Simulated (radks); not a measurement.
Results of a calculation; reference values are marked as such.
All-electron atom: Os I in [Xe] 4f14 5d6 6s2 (the NIST ground configuration). Code: a radial shooting solver on a logarithmic mesh with Libxc functionals. Model: scalar-relativistic Kohn-Sham, HCTH/407, spin-polarised, spherical densities, finite nucleus; open shells are filled with parallel spins first (spin-orbit coupling, left out, can overturn this in heavy ions); Fermi nuclear charge, rms radius 5.4126 fm.

Local quantities along the radius. ELF = 1/(1 + alpha^2) is the electron localisation function; alpha = (tau - tau_W)/tau_unif compares the Pauli kinetic energy density with that of the uniform gas (summed over spins); 4 pi r^2 rho is in e/bohr; r v_xc is r times the local exchange-correlation potential of spin up (hartree bohr); s = |grad rho|/(2 (3 pi^2)^(1/3) rho^(4/3)) is the reduced gradient. tau is taken from the large components.

r (bohr),ELF,alpha,4 pi r^2 rho,r v_xc,s
0.001226,0.999,0.02428,11.75,-0.1025,0.8053
0.001661,0.999,0.02682,18.24,-0.1333,0.7104
0.002269,0.999,0.03113,27.94,-0.1740,0.6442
0.003076,0.999,0.03814,40.94,-0.2223,0.6054
0.004168,0.997,0.05029,57.43,-0.2789,0.5893
0.005695,0.995,0.07363,76.47,-0.3440,0.5958
0.007718,0.986,0.1203,93.43,-0.4103,0.6250
0.01054,0.950,0.2300,103.6,-0.4726,0.6758
0.01429,0.805,0.4914,102.7,-0.5138,0.7242
0.01952,0.477,1.047,94.75,-0.5303,0.6849
0.02646,0.333,1.416,94.74,-0.5955,0.4640
0.03586,0.513,0.9741,114.2,-0.7283,0.2865
0.04899,0.730,0.6086,138.6,-0.8691,0.3337
0.06639,0.658,0.7203,133.6,-0.9550,0.4607
0.0907,0.364,1.322,110.5,-0.9736,0.4086
0.1229,0.500,1.000,119.3,-1.128,0.2111
0.1666,0.721,0.6219,126.9,-1.290,0.3420
0.2276,0.423,1.168,84.59,-1.226,0.5153
0.3084,0.363,1.323,70.52,-1.295,0.1833
0.4214,0.709,0.6410,80.90,-1.533,0.2760
0.5711,0.569,0.8696,52.01,-1.459,0.5261
0.774,0.333,1.415,25.51,-1.245,0.5353
1.057,0.561,0.8838,16.64,-1.300,0.4832
1.433,0.561,0.8841,9.463,-1.247,0.6869
1.958,0.376,1.288,4.281,-1.095,0.8400
2.653,0.383,1.271,1.993,-0.9384,1.002
3.625,0.414,1.189,0.7416,-0.6137,1.567
4.912,0.336,1.406,0.1946,-0.6507,2.694
6.658,0.131,2.570,0.02777,-0.5547,6.691
9.096,0.012,8.931,0.001309,0.4061,21.94

On this mesh the ELF has minima near r = 0.026, 0.091, 0.26, 0.77, 2.3 bohr, which separate the shells, and maxima near 0.057 (0.74), 0.17 (0.72), 0.42 (0.71), 1.2 (0.61), 3.6 (0.41).
